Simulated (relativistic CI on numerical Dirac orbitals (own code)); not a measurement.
Hyperfine structure of Ca⁴⁺, mass number 43

Method of calculation: Dirac-Coulomb-Breit CI, separate exchange-only KLI orbitals for each configuration, model QED (radiative potential, 1s self-energy scaled to tabulated hydrogen-like ionisation energies), valence Slater integrals scaled by 0.85, P86 correlation energy added to each configuration (own radial code, finite nucleus).

CI space (outside the closed core [Ne]): 3s²3p⁴, 3s3p⁵, 3s²3p³3d, 3p⁶, 3s3p⁴3d, 3s²3p³4s, 3s²3p³4p, 3s²3p³4d, 3p⁵3d, 3s3p³3d², 3s²3p³4f, 3s²3p³5s, 3s²3p³5p, 3s3p⁴4s, 3s²3p²3d², 3s²3p3d³, 3s3p²3d³, 3s²3p3d²4s, 3s²3p3d²4p, 3s²3p3d²4d. Double excitations out of closed p, d and f shells are left out; levels of such configurations are missing from the list, as are those of other unlisted configurations, and high levels can miss mixing partners. These lack a partner that the ground configuration has and come out too high: 3s²3p³4f, 3s²3p³5s, 3s²3p³5p, 3s3p⁴4s.

Nuclear spin I = 7/2, μ = -1.31733 μN, Q = -0.0408 b (tables of Stone and Pyykkö). The electronic factors are computed for point nuclear moments, without core polarisation; leaving it out makes A of s and p electrons in near-neutral atoms 20 to 40 % too small, and it can dominate for d and f shells.

```
        Level   E (eV)  A (MHz)  B (MHz)
   3s²3p⁴ ³P2   0.0000   -506.3    -83.3
   3s²3p⁴ ³P1   0.2964   -29.76     41.9
   3s²3p⁴ ¹D2   2.2740   -840.8      169
   3s3p⁵ ³P°2  19.8351    -2052     77.1
   3s3p⁵ ³P°1  20.0930    -2326    -39.2
   3s3p⁵ ¹P°1  25.1493   -790.1     62.5
3s²3p³3d ⁵D°1  26.5635      -74     3.92
3s²3p³3d ⁵D°2  26.5665   -73.84     2.35
```

Levels with J = 0, under 50 % of one LS term, or S terms without an open s electron are left out. Small factors come from cancelling terms and can be off by tens of per cent or more.

At this charge configurations can still be misplaced by up to about 7 % of their energy. 16 of the 22 excited levels that our extract of the measured tables holds in this range could be paired (the sources list more); they are missed by 8147 cm⁻¹ on average and 16489 at most, and levels without a partner can miss by more.

(1) Give the hyperfine levels of 3s²3p⁴ ³P2 relative to its centre of gravity.

Answers

(1) With K = F(F + 1) − I(I + 1) − J(J + 1), E = AK/2 + B[¾K(K + 1) − I(I + 1)J(J + 1)]/[2I(2I − 1)J(2J − 1)]: F = 3/2: 4512, F = 5/2: 3284, F = 7/2: 1543, F = 9/2: -731.2, F = 11/2: -3565 MHz.

LS names give the leading component of a level, which can be under half, so a name can repeat, a term be missing and a line seem to break the LS rules.
